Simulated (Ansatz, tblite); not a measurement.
Cost and result up the ladder for GaGe₉H₁₈⁻, a doped cluster cut from the lattice of germanium (Ga on a surface site) (28 atoms). The state is a singlet with charge -1. Geometry: PBE-D4/def2-SVP.

Cartesian coordinates in Å:
```
Ge -0.170 2.917 -0.897
Ge 1.942 2.770 2.559
Ge -1.958 -0.287 -2.330
Ge -1.750 -3.844 -0.399
Ga -0.039 -0.569 1.321
Ge -0.073 0.463 -0.945
Ge 2.011 0.318 2.395
Ge 1.748 3.806 0.347
Ge 0.156 -3.005 0.906
Ge -1.898 -2.727 -2.576
H -0.222 3.614 -2.301
H -1.456 3.396 -0.148
H 3.166 3.424 3.290
H 0.690 3.243 3.370
H -2.038 0.358 -3.757
H -3.315 0.067 -1.639
H -1.754 -5.392 -0.653
H -3.103 -3.553 0.332
H -1.362 -0.189 2.124
H 1.176 0.173 -1.852
H 3.352 0.055 1.624
H 2.336 -0.145 3.863
H 3.049 3.507 -0.468
H 1.681 5.369 0.458
H 1.393 -3.451 0.049
H 0.208 -3.964 2.151
H -0.643 -3.108 -3.427
H -3.128 -3.248 -3.397
```

Ansatz on 2 threads of AMD EPYC 7R13 on a shared host and a share (18 GiB) of an NVIDIA H100 80GB HBM3; xTB runs through tblite on one thread. Times are rough, summed over both states, and most runs start from the orbitals of an earlier one. B2PLYP/def2-TZVP serves as the yardstick here, not as an exact answer. The other state is a doublet.

The xTB rows come from tblite. Correlated methods freeze 90 core orbitals; core or outer-core shells of Ge, Ga are correlated, in sets that lack core-valence functions. Single mean-field runs in def2-TZVP are fitted with def2-universal-jkfit. HOMO above LUMO, or a gap near zero within one spin, warns that the state may not be the lowest or that an electron is smeared out.

Correlated methods converge slowly with the basis.

Raw xTB energies of ions are shifted by several eV.

```tsv
level	functions	wall time	vertical IE (eV)	difference from B2PLYP/def2-TZVP (eV)	remarks
GFN2-xTB	108	0.16 s	8.46	3.87	–
GFN1-xTB	126	0.17 s	9.81	5.22	–
PBE-D4/def2-TZVP	588	16 s	4.31	-0.28	gap within one spin near zero (doublet)
PBE0-D4/def2-TZVP	588	29 s	4.60	0.01	–
B2PLYP/def2-TZVP (with forces)	588	33 s	4.59	0.00	–
```
